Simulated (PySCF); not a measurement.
Numbering as in the mapped SMILES `[CH3:1][C:2]([CH3:3])([CH3:4])[BH2-:5][OH:6]`. Each H is labelled by its parent atom.

Geometry: PBE0-D3(BJ)/def2-SVP; GIAO absolute shieldings from PySCF 2.14.0 with density-fitted response routines, gas phase, non-relativistic, averaged over equivalent atoms.

At wB97X-D/pcSseg-1 (162 basis functions, 24 s wall time on 1 thread of an Arm Neoverse V1, shared host):
| atoms | σ (ppm) |
| --- | --- |
| C1/C3/C4 | 152.1 |
| C2 | 163.5 |
| B5 | 106.2 |
| O6 | 319.5 |
| H(B5) | 29.06 |
| H(C1)/H(C3)/H(C4) | 30.84 |
| H(O6) | 33.40 |

Question: What do these become at PBE0/pcSseg-1?

Answer: 
| atoms | σ at PBE0/pcSseg-1 | change |
| --- | --- | --- |
| C1/C3/C4 | 151.9 | -0.2 |
| C2 | 163.3 | -0.2 |
| B5 | 105.1 | -1.1 |
| O6 | 316.8 | -2.7 |
| H(B5) | 28.90 | -0.16 |
| H(C1)/H(C3)/H(C4) | 30.73 | -0.11 |
| H(O6) | 33.31 | -0.09 |

The largest change is at O6 (oxygen bonded to B, H). Cost: 162 basis functions, 21 s wall time on 1 thread of an Arm Neoverse V1, shared host.

A carbon bonded to boron is broadened by the quadrupolar boron nucleus and is often missing from a measured spectrum.
